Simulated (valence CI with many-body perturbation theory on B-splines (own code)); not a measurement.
## Forbidden lines of Nb¹⁸⁺

Computed by valence CI with perturbative core correlation (CI+MBPT): five valence electrons over a frozen Dirac-Fock core [Ar], a basis of 7 s, 7 p, 8 d, 6 f, 4 g, 1 h functions for each j, with the one-electron correlation potential Σ1, the two-electron term Σ2, the three-electron term Σ3, Breit, model QED; selected CI, second order for the rest (own B-spline code, finite nucleus).

No measured spectrum was set against this ion. As an estimate, terms of the open shell hold to 2 to 4 % of their energy, and close levels can change places. Core correlation moves these levels by up to 12000 cm⁻¹, and in measured spectra 5 to 20 % of such shifts remained as error; rates that hang on mixing are uncertain with them. Only levels of the ground parity were solved; by the run's estimate the other parity begins above the list, which can be wrong where configurations are misplaced.

Lines 51 to 100 of 120 in falling wavelength, among levels below 43.270 eV, chosen from the decays that carry over 1 % of a level's rate. Wavelengths and rates use the calculated energies, so an error of 3000 cm⁻¹ moves a line at 254.9 nm by 7.6 % and its rate by three times that or more. Weak lines are less certain than strong ones. Lines between different terms over intervals too small for the method are left out, as are lines whose strength nearly cancels. Branching is blank where the lifetime is uncertain.

Names give the largest LS component (configuration and term), which can be under half, so a name can repeat, a term be missing and a line seem to break the LS rules; names also repeat where a configuration has a term twice. Letters in brackets count levels of one name in rising energy.

```csv
λ vac (nm),Upper,Lower,Type,A (s⁻¹),Branch %
254.9,3d5 4D_5/2,3d5 4G_5/2 [a],M1,4.41e+01,5.9
247.7,3d5 2I_11/2,3d5 4G_11/2,M1,1.77e+02,79.4
244.7,3d5 2G_9/2 [a],3d5 4F_9/2,M1,2.49e+01,3.8
239.4,3d5 2F_7/2 [c],3d5 4F_9/2,M1,1.82e+02,29.5
236.8,3d5 2D_3/2 [a],3d5 4P_1/2,M1,9.04e+01,9.9
229.7,3d5 2H_11/2,3d5 2I_13/2,M1,2.08e+02,
227.4,3d5 4D_3/2,3d5 4G_5/2 [a],M1,5.44e+01,6.6
223.3,3d5 2F_7/2 [c],3d5 2F_7/2 [a],M1,9.95e+01,16.1
219.9,3d5 4F_3/2,3d5 4D_3/2,M1,2.73e+02,33.6
214.4,3d5 4F_5/2,3d5 4D_7/2,M1,1.03e+01,1.9
212.2,3d5 2F_7/2 [b],3d5 4D_5/2,M1,3.34e+01,2.5
210.2,3d5 2I_13/2,3d5 4G_11/2,M1,1.61e+01,80.8
207.4,3d5 2F_5/2 [a],3d5 4P_3/2,M1,7.99e+01,3.4
205.2,3d5 4F_3/2,3d5 4D_1/2,M1,1.56e+02,19.2
203.1,3d5 2D_3/2 [a],3d5 4P_3/2,M1,4.40e+02,48.4
199.8,3d5 2F_5/2 [a],3d5 4G_5/2 [b],M1,1.54e+03,65.9
199.1,3d5 4F_3/2,3d5 4D_5/2,M1,1.45e+02,17.9
197.1,3d5 2H_11/2,3d5 2I_11/2,M1,6.26e+02,
194.6,3d5 2F_7/2 [a],3d5 4G_9/2,M1,2.01e+02,85.8
189.8,3d5 2H_9/2,3d5 4D_7/2,M1,6.49e+01,6.1
187.8,3d5 2F_5/2 [a],3d5 4G_7/2,M1,3.02e+02,12.9
185.9,3d5 2G_7/2 [a],3d5 4D_5/2,M1,6.16e+01,11.3
182.5,3d5 2F_5/2 [b],3d5 4D_3/2,M1,8.93e+01,8.8
179.5,3d5 2F_7/2 [b],3d5 4D_7/2,M1,4.22e+02,31.9
176.0,3d5 4F_9/2,3d5 4G_11/2,M1,1.31e+02,44.8
174.5,3d5 2G_9/2 [a],3d5 2I_11/2,M1,1.62e+02,24.8
173.7,3d5 4F_9/2,3d5 4G_7/2,M1,8.72e+01,29.8
168.0,3d5 2F_5/2 [b],3d5 4D_5/2,M1,5.06e+01,5.0
160.3,3d5 2G_7/2 [a],3d5 4D_7/2,M1,1.19e+02,21.9
158.6,3d5 2D_3/2 [a],3d5 4G_5/2 [a],M1,3.52e+02,38.6
157.9,3d5 2F_7/2 [a],3d5 4G_5/2 [a],M1,1.95e+01,8.3
146.8,3d5 2F_5/2 [b],3d5 4D_7/2,M1,9.28e+01,9.1
146.0,3d5 4F_5/2,3d5 4G_7/2,M1,1.81e+02,34.1
145.2,3d5 2F_7/2 [c],3d5 4D_5/2,M1,3.42e+01,5.5
140.1,3d5 2H_9/2,3d5 4G_9/2,M1,4.92e+02,45.9
135.5,3d5 2H_9/2,3d5 4G_11/2,M1,1.80e+02,16.8
134.5,3d5 2F_7/2 [b],3d5 4G_5/2 [b],M1,2.06e+01,1.6
134.4,3d5 2F_7/2 [b],3d5 4G_9/2,M1,5.70e+02,43.1
134.1,3d5 2H_9/2,3d5 4G_7/2,M1,2.06e+02,19.2
132.2,3d5 4F_3/2,3d5 4P_3/2,M1,1.59e+01,2.0
130.6,3d5 2G_9/2 [a],3d5 4D_7/2,M1,1.77e+02,27.1
129.1,3d5 4F_3/2,3d5 4G_5/2 [b],M1,4.83e+01,6.0
129.1,3d5 2F_7/2 [c],3d5 4D_7/2,M1,1.12e+01,1.8
128.9,3d5 2F_7/2 [b],3d5 4G_7/2,M1,1.02e+02,7.7
123.3,3d5 2G_7/2 [a],3d5 4G_9/2,M1,1.20e+02,22.1
118.7,3d5 2G_7/2 [a],3d5 4G_7/2,M1,4.14e+01,7.6
118.3,3d5 4G_5/2 [a],3d5 6S_5/2,M1,5.38e+02,100.0
117.7,3d5 2F_5/2 [b],3d5 4P_3/2,M1,3.16e+01,3.1
115.3,3d5 2F_5/2 [b],3d5 4G_5/2 [b],M1,5.30e+01,5.2
112.7,3d5 2H_11/2,3d5 4G_9/2,M1,2.63e+02,
```
